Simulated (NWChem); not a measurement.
# BH₂F; SMILES BF

Results from NWChem. Medium grid unless said otherwise, to which SCAN and Minnesota functionals are sensitive. Coordinates come from a B3LYP/6-31G* (spherical d) optimisation. Hybrids' shares of exact exchange are those that their runs print; pure functionals count as 0. The functionals differ in more than this share.

| row | share of exact exchange | orbital gap (eV) |
|---|---|---|
| PBE/def2-SVP | 0.00 | 5.53 |
| RPBE/def2-SVP | 0.00 | 5.61 |
| B3LYP/def2-SVP | 0.20 | 7.76 |
| MN15/def2-SVP | 0.44 | withheld |
| BHandHLYP/def2-SVP | 0.50 | 10.90 |
| M05-2X/def2-SVP | 0.56 | 11.11 |

Fit a straight line of the last column on the one before it, predict the withheld value, and compare with the run.


1. Means of the 5 shown rows: x = 0.252, y = 8.182. Slope Σ(x − x̄)(y − ȳ)/Σ(x − x̄)² = 2.914/0.2861 = 10.19; intercept 5.614.
2. The shown rows scatter about the line by 0.141 (root mean square); the largest residual is -0.21, at M05-2X/def2-SVP.
3. At x = 0.44 (MN15/def2-SVP; inside the shown range) the line gives 10.10.
4. The run gives 9.49, -0.61 from the line, 4.3 times the scatter.
